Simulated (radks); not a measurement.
Values are calculated unless marked as measured or tabulated.
Spin polarisation of the 5d3 shell in the tantalum ion Ta2+. Start: [Xe] 4f14 5d(up 1.5, down 1.5); electrons of 5d are moved from spin down to spin up, other shells keep equal spins. Code: a radial shooting solver on a logarithmic mesh with Libxc functionals. Model: non-relativistic Kohn-Sham, r2SCAN, spin-polarised, spherical densities, point nucleus; meta-GGA in the generalised Kohn-Sham scheme.

| moment (Bohr magnetons) | E - E(0) (eV) | e(5d up) (eV) | e(5d down) (eV) | 4f down minus up (eV) | 5p down minus up (eV) | 5s down minus up (eV) |
|---|---|---|---|---|---|---|
| 0 | 0.000 | -18.731 | -18.731 | 0.000 | 0.000 | 0.000 |
| 0.75 | -0.129 | -19.054 | -18.367 | 0.081 | 0.529 | 0.437 |
| 1.5 | -0.518 | -19.341 | -17.947 | 0.163 | 1.061 | 0.875 |
| 2.25 | -1.181 | -19.597 | -17.442 | 0.245 | 1.597 | 1.312 |
| 3 | -2.162 | -19.832 | -16.646 | 0.328 | 2.145 | 1.748 |

At moment 3 the spin-polarisation energy is -2.162 eV and the 5d exchange splitting 3.186 eV, that is 1.062 eV per Bohr magneton; E = -I m^2/4 would give I = 0.961 eV.
